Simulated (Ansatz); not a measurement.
Species: sum formula H4SiO, charge 0, multiplicity 1. 
Geometry from a B3LYP-D3(BJ)/def2-TZVP (Ansatz, a quantum-chemistry and plane-wave program) optimisation:
```xyz
6

Si    -0.5134    -0.0066    -0.1436
O      1.0508     0.0053     0.3904
H     -0.7688    -1.1431    -1.0634
H     -1.3498    -0.1404     1.0649
H     -0.8566     1.2474    -0.8595
H      1.7563     0.0863    -0.2554
```

Wanted: vertical triplet-singlet gap (E(triplet) - E(singlet); each state is the SCF solution reached for its spin; for the triplet T1 is 0.073), in kcal/mol. Correlated levels leave the core frozen unless marked. Open shells are spin-unrestricted. No spin-orbit coupling. No relativistic terms. CBS marks a two-point X^-3 extrapolation of the correlation energy; Hartree-Fock from the larger set.

| level | program | vertical triplet-singlet gap (kcal/mol) |
|---|---|---|
| HF/def2-QZVPPD | Ansatz | 148.8 |

What does CCSD(T)/CBS(aug-cc-pV(T+d)Z,aug-cc-pV(Q+d)Z) (Ansatz) give?

165.5 kcal/mol, so HF/def2-QZVPPD differs from it by -16.7 kcal/mol.
